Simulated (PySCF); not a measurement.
## Vibration and rotation of Ge₂⁻

UHF-CCSD(T) constants of Ge₂⁻, ²Πu (doublet), unpaired electrons π ↑ (basis Ge def2-TZVPPD; no relativity; PySCF 2.14; masses 73.9212 and 73.9212 u):

- ωe: 321.4 cm⁻¹
- ωexe: 0.75 cm⁻¹
- Be: 0.086378 cm⁻¹
- αe: 0.000281 cm⁻¹
- D (centrifugal): 2.5e-08 cm⁻¹

Q: Give the vibrational terms G(v) and spacings up to v = 6.

A: G(v) = ωe(v+½) − ωexe(v+½)².

```
v  G(v) (cm⁻¹)  G(v) − G(v−1)  Bv (cm⁻¹)
0        160.5                   0.08624
1        480.4          319.9    0.08596
2        798.8          318.4    0.08568
3       1115.7          316.9    0.08539
4       1431.1          315.4    0.08511
5       1745.0          313.9    0.08483
6       2057.4          312.4    0.08455
```

Correlated steps freeze 18 core orbitals. Spin–orbit coupling is left out. The state is the lowest determinant that a PBE0 search found; another state may lie lower at other levels.
